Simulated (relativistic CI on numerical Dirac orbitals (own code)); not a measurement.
# How well does a small relativistic CI reproduce Pd III?

Calculated at this level of theory: Dirac-Coulomb-Breit CI, orbitals from a KLI potential per configuration, model QED (radiative potential, 1s self-energy scaled to tabulated hydrogen-like ionisation energies), valence Slater integrals scaled by 0.85, configuration energies shifted to the measured levels that pair with them (semi-empirical) (own radial code, finite nucleus).

CI space (outside the closed core [Kr]): 4d8, 4d7.5s, 4d7.5p, 4d7.4f, 4d6.5s2, 4d7.5d, 4d7.6s, 4d7.6p, 4d6.5s.5p, 4d6.4f2, 4d7.6d, 4d7.5f, 4d7.5g, 4d7.6f, 4d7.6g, 4d6.5p2, 4d6.5s.6s, 4d6.4f.5s. Levels of other configurations are missing.

```
Configuration  Term (tabulated)  J  Measured (cm⁻¹)  Computed  Error  Purity (%)
          4d8              a 3F  4              0.0         0      0          99
          4d8              a 3F  3           3229.7      3029   -201          99
          4d8              a 3F  2           4687.3      4528   -159          91
          4d8              a 3P  1          13470.3     14420    949          99
          4d8              a 3P  0          13699.1     14666    967          97
          4d8              a 1G  4          17880.4     18316    436          98
       4d7.5s              a 5F  5          52915.9     52386   -530          98
       4d7.5s              a 5F  4          55088.8     54476   -613          97
       4d7.5s              a 5F  3          56741.5     56060   -681          98
       4d7.5s              a 5F  2          57845.0     57129   -716          98
       4d7.5s              a 5F  1          58527.3     57793   -734          97
       4d7.5s              b 3F  4          62560.9     62482    -79          93
       4d7.5s              b 3F  3          65255.4     65186    -69          92
       4d7.5s              a 5P  3          65708.0     66407    699          95
       4d7.5s              a 5P  2          65788.3     66563    775          63
       4d7.5s              b 3F  2          67079.4     66954   -125          72
       4d7.5s              a 5P  1          67151.4     67923    771          91
       4d7.5s              a 3G  5          69985.8     69370   -615          87
       4d7.5s              a 3G  4          71047.2     70435   -612          78
       4d7.5s              b 3P  2          72745.0     73388    643          64
       4d7.5s              a 3G  3          72786.1     72049   -737          97
       4d7.5s              b 3P  0          74281.2     75228    947          99
       4d7.5s              a 3H  6          74673.3     74112   -561         100
       4d7.5s              c 3P  2          75455.0     76466   1011          87
       4d7.5s              a 3H  5          75967.6     75371   -597          86
       4d7.5s              c 3P  1          76055.8     76856    800          80
       4d7.5s              a 3D  3          76231.4     76042   -189          95
       4d7.5s              a 3D  2          78169.8     78170      0          59
       4d7.5s              a 1H  5          80805.1     80405   -400          91
       4d7.5s              a 1P  1          82620.3     83152    532          56
       4d7.5s              b 1D  2          83204.3     83305    101          70
       4d7.5s              c 3F  2          85420.7     86553   1133          97
       4d7.5s              c 3F  3          85830.4     86950   1119          95
       4d7.5s              c 3F  4          86795.2     87829   1034          98
       4d7.5s              a 1F  3          90684.3     91918   1234          95
       4d7.5s              b 3D  2         103549.6    104568   1018          96
       4d7.5s              b 3D  3         104419.1    105519   1100          97
       4d7.5p             z 5F°  5         105145.4    105159     13          78
       4d7.5p             z 5D°  4         108115.7    104517  -3598          56
       4d7.5p             z 5F°  2         108641.7    108509   -133          65
       4d7.5p             z 5G°  6         109015.4    108842   -174          97
       4d7.5p             z 5F°  1         109780.1    109607   -174          78
       4d7.5p             z 5D°  2         110941.0    110842    -99          60
       4d7.5p             z 5G°  3         111631.2    111517   -115          58
       4d7.5p             z 5D°  1         111709.4    111580   -129          81
       4d7.5p             z 5G°  2         111802.9    111789    -13          68
       4d7.5p             z 5D°  0         111847.2    111758    -89          95
       4d7.5p             z 5S°  2         112328.6    113421   1092          91
       4d7.5p             z 3F°  4         112449.3    112567    117          73
       4d7.5p             z 3G°  4         114886.6    114925     38          75
       4d7.5p             z 3F°  2         115738.0    115868    130          63
       4d7.5p             z 3G°  3         116518.9    116616     98          62
       4d7.5p             z 3D°  2         116790.3    117150    360          57
       4d7.5p             z 3D°  1         117566.6    118027    461          82
       4d7.5p             y 5D°  0         121652.6    122494    842          73
```

Measured levels from Moore, Atomic Energy Levels, vol. III, NSRDS-NBS 35 (1971 reprint of NBS Circular 467, 1958); pairs were made by configuration, J and term (by order where the table uses no LS term), so strongly mixed levels may be paired wrongly. The analysis dates from before 1960.

Mean error by configuration (cm⁻¹): 4d8 398; 4d7.5s 183; 4d7.5p -76. Over the excited levels the mean absolute error is 566 cm⁻¹ (54 of the 69 excited levels that our extract of the source holds in range could be paired, and the others can miss by more), and the median relative error of those above 1,000 cm⁻¹ is 0.87 %, both after the shifts were fitted to these levels, so that a configuration with one level shows no error. Some levels of the ground configuration have no partner.

Configurations whose levels could be paired with our table of measured levels were shifted onto them, all but the ground configuration, by the median error of their levels; single terms can still be off by 1,000 to 2,000 cm⁻¹ or more, and rates follow the energies as ν³ (E1, M1) or ν⁵ (E2). The others borrow a shift and can be off by several thousand cm⁻¹ or more. The fine structure of a lone outer electron comes out too small, for d and f at times inverted, and misplaced configurations move strength between like terms. 54 of the 69 excited levels that our extract of the measured tables holds in this range could be paired (the sources list more); they are missed by 566 cm⁻¹ on average and 3598 at most, after the shifts were fitted to these levels, and levels without a partner can miss by more. Some levels of the ground configuration have no partner and can miss by 10 % or more.

Shifts applied (cm⁻¹): 4d8 0; 4d7.5s -3824; 4d7.5p -1396.
